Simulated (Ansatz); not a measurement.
Program: Ansatz.

input.yaml

```yaml
crystal:
  lattice:
    - [6.42, 0.0, 0.0]
    - [-4.815, 8.339825, 0.0]
    - [0.0, 0.0, 5.21304]
  atoms:
    - { symbol: Mg, position: [0.02947065, 0.01226575, -0.01716062] }
    - { symbol: Mg, position: [0.19320708, 0.21437766, 0.50432724] }
    - { symbol: Mg, position: [-0.08938254, 0.26615932, 0.11262084] }
    - { symbol: Mg, position: [0.20267475, 0.58764625, 0.38613515] }
    - { symbol: Mg, position: [0.00747447, 0.64181945, -0.0742836] }
    - { symbol: Mg, position: [0.15835757, 0.88669257, 0.47841927] }
    - { symbol: Mg, position: [0.46703896, -0.0308892, -0.0058597] }
    - { symbol: Mg, position: [0.68990106, 0.23925795, 0.58906045] }
    - { symbol: Mg, position: [0.50148741, 0.33503753, 0.0306175] }
    - { symbol: Mg, position: [0.67096656, 0.55940264, 0.48052051] }
    - { symbol: Mg, position: [0.59189108, 0.70483576, -0.01616573] }
    - { symbol: Mg, position: [0.68553604, 0.91098444, 0.48659179] }
    - { symbol: Li, position: [0.22349542, 0.4489805, 0.801222] }
basis:
  ecutwfc: 420.0
kpoints:
  mp_grid: { grid: [4, 3, 4] }
hamiltonian:
  xc: pbe
  dispersion: d3bj
scf:
  occupations: { method: gaussian, width: 0.15 }
  lower_state_search: "off"
  max_iter: 67
neb:
  images: 3
  f_tol: 0.05
  max_iterations: 8
  order_check: false
  final_atoms:
    - { symbol: Mg, position: [0.03012264, 0.01193524, 0.01699252] }
    - { symbol: Mg, position: [0.18966713, 0.21458725, 0.49429721] }
    - { symbol: Mg, position: [-0.0905941, 0.26434382, -0.1086373] }
    - { symbol: Mg, position: [0.19748436, 0.58375822, 0.61415774] }
    - { symbol: Mg, position: [0.00746026, 0.64085652, 0.07487715] }
    - { symbol: Mg, position: [0.15561808, 0.88548484, 0.52245649] }
    - { symbol: Mg, position: [0.46600954, -0.03194466, 0.0063922] }
    - { symbol: Mg, position: [0.68720398, 0.23848273, 0.41396337] }
    - { symbol: Mg, position: [0.50173369, 0.33368092, -0.03267869] }
    - { symbol: Mg, position: [0.6680905, 0.55822666, 0.51703045] }
    - { symbol: Mg, position: [0.59467957, 0.70545946, 0.0112894] }
    - { symbol: Mg, position: [0.6827284, 0.90974818, 0.51123812] }
```

Launched with:

```bash
$ ansatz run input.yaml --threads 4 --pin off --max-ram 10240MiB --backend cpu --events-out ev --progress --plain --runs-dir out
```

Does this input run?

The program refused the input.

```
Error: invalid value for `neb.final_atoms`: lists 12 atoms but crystal.atoms has 13 — the final endpoint must contain the same atoms in the same order
```
